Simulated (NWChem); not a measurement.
# C4H6Si; SMILES C(#C)/C=C/[SiH3]

Program: NWChem. Medium grid unless said otherwise, to which SCAN and Minnesota functionals are sensitive. Coordinates come from a PBE0/def2-SVP optimisation. Total energies of different functionals are on different scales.

```
level            energy (Ha)  highest occupied level (eV)  orbital gap (eV)  dipole (D)
---------------  -----------  ---------------------------  ----------------  ----------
PBE/def2-SVP       -444.8571                        -6.17              3.94        0.44
B3LYP/def2-SVP     -445.2477                        -6.96              5.48        0.40
TPSSh/def2-SVP     -445.2616                          ___               ___        0.46
M06-2X/def2-SVP    -445.1256                        -8.34              7.88        0.34
PBE0/def2-SVP      -444.9029                        -7.24              5.88        0.40
BLYP/def2-SVP      -445.1435                        -5.94              3.93        0.44
```

Task: Complete the blanks.

Result: 
- TPSSh/def2-SVP, highest occupied level (eV): -6.60
- TPSSh/def2-SVP, orbital gap (eV): 4.86
